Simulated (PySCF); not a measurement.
Core-level binding energies of `C=CO[SiH2]C#CC`

Compound: C5H8OSi.
Numbering: `[CH2:1]=[CH:2][O:3][SiH2:4][C:5]#[C:6][CH3:7]`

The calculation used delta-SCF UKS SCAN, pcX-2 on the ionised atom, pcseg-1 elsewhere, spin-free X2C (PySCF). Each binding energy is the total energy of the core-ionised species, with the hole localised on one atom, minus that of the ground state; both are solved self-consistently, so orbital relaxation is included.

Problem. What binding energy does each computed site have?

Solution. 
```json
{"atom(s)": "C1", "bonded to": "C (double bond) and 2 H", "level": "C 1s", "binding energy (eV)": "289.80", "2p1/2 (eV)": "–", "above the level's lowest (eV)": "+0.07", "count": "1"}
{"atom(s)": "C2", "bonded to": "O, C (double bond) and H", "level": "C 1s", "binding energy (eV)": "292.06", "2p1/2 (eV)": "–", "above the level's lowest (eV)": "+2.33", "count": "1"}
{"atom(s)": "O3", "bonded to": "C and Si", "level": "O 1s", "binding energy (eV)": "538.30", "2p1/2 (eV)": "–", "above the level's lowest (eV)": "0.00", "count": "1"}
{"atom(s)": "Si4", "bonded to": "O, C and 2 H", "level": "Si 2p3/2", "binding energy (eV)": "107.50", "2p1/2 (eV)": "108.13", "above the level's lowest (eV)": "0.00", "count": "1"}
{"atom(s)": "Si4", "bonded to": "O, C and 2 H", "level": "Si 1s", "binding energy (eV)": "1847.48", "2p1/2 (eV)": "–", "above the level's lowest (eV)": "0.00", "count": "1"}
{"atom(s)": "C5", "bonded to": "C (triple bond) and Si", "level": "C 1s", "binding energy (eV)": "289.73", "2p1/2 (eV)": "–", "above the level's lowest (eV)": "0.00", "count": "1"}
{"atom(s)": "C6", "bonded to": "C (triple bond) and C", "level": "C 1s", "binding energy (eV)": "290.61", "2p1/2 (eV)": "–", "above the level's lowest (eV)": "+0.88", "count": "1"}
{"atom(s)": "C7", "bonded to": "C and 3 H", "level": "C 1s", "binding energy (eV)": "291.86", "2p1/2 (eV)": "–", "above the level's lowest (eV)": "+2.13", "count": "1"}
```

Lowest listed C 1s: C5, bonded to C (triple bond) and Si. Highest, 2.33 eV above it: C2, bonded to O, C (double bond) and H. Summing the Pauling electronegativity differences to the bonded atoms, each weighted by its formal bond order, gives -0.65 for the lowest site and +0.54 for the highest; no listed site has a larger sum than the highest. The smallest sum, -1.05, belongs to C7, 2.13 eV above the lowest.

Problem. Give the binding energy of C 1s of C1 in hartree and in kJ/mol.

Solution. 289.80 eV = 10.6500 Eh = 27961 kJ/mol.

Spin contamination (⟨S²⟩ against 0.75 for a pure doublet) is marked for C 1s of C6 (0.87), which makes this value less certain. 2p3/2 and 2p1/2 are the ΔSCF energy of one spin-free 2p hole plus the eigenvalues of a spin–orbit and ligand-field matrix of the shell. 2p1/2 minus 2p3/2 (ligand field included): Si 0.63 eV. The structure is a single PBE0-D3(BJ)/def2-SVP conformer in the gas phase; no vibrational or solvent corrections.

Conformer computed: `[CH2:1]=[CH:2][O:3][SiH2:4][C:5]#[C:6][CH3:7]`: C1–C2–O3–Si4 7°, C2–O3–Si4–C5 -65°.
